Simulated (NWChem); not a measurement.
Correlation energy of isocyanic acid (CHNO)

```xyz
4

N      1.1600    -0.0732     0.0000
C     -0.0468     0.0195     0.0000
O     -1.2104    -0.0341     0.0000
H      1.8440     0.6681     0.0000
```
Charge 0, spin multiplicity 1.

Everything below was run with NWChem. All single points use one geometry, from PBE0/def2-SVP, a minimum by its harmonic frequencies.

Basis set: cc-pVDZ. Each correlation energy counts from its own Hartree-Fock reference.

The correlated methods keep 3 core orbitals frozen. Coupled-cluster values serve here as a point of comparison, not as the truth.

Q: Order these methods by the correlation energy they give, lowest first: CCSD(T), CR-CCSD[T], CR-CCSD(T), RI-MP2.

A: CCSD(T) (-488.5 mHa), CR-CCSD[T] (-485.9 mHa), CR-CCSD(T) (-484.4 mHa), RI-MP2 (-466.0 mHa)
